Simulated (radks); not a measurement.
Isoelectronic series with 28 electrons, each ion in its NIST ground configuration. Method: scalar-relativistic Kohn-Sham, SCAN, spin-polarised, spherical densities, finite nucleus; meta-GGA in the generalised Kohn-Sham scheme; Fermi nuclear charge, rms radius of each element as measured or else 0.836 A^(1/3) + 0.57 fm; computed with a radial shooting solver on a logarithmic mesh with Libxc functionals. Total energies (hartree) and orbital eigenvalues (eV):

| ion | configuration | E (hartree) | 3d | 3p | 3s |
|---|---|---|---|---|---|
| Cu+ | [Ar] 3d10 | -1654.96186 | -13.6712 | -83.1588 | -127.3798 |
| Zn2+ | [Ar] 3d10 | -1795.43243 | -31.0456 | -106.9891 | -154.5713 |
| Ga3+ | [Ar] 3d10 | -1942.29857 | -52.8554 | -135.4865 | -186.6225 |
| Ge4+ | [Ar] 3d10 | -2095.54805 | -78.5869 | -168.0375 | -222.8984 |
| As5+ | [Ar] 3d10 | -2255.17722 | -107.9570 | -204.3154 | -263.0570 |
| Se6+ | [Ar] 3d10 | -2421.19344 | -140.7957 | -244.1325 | -306.9013 |

Estimate the row of Br7+ ([Ar] 3d10).

Answer. E (hartree) -2593.60882; 3d -176.9947; 3p -287.3738; 3s -354.3120.
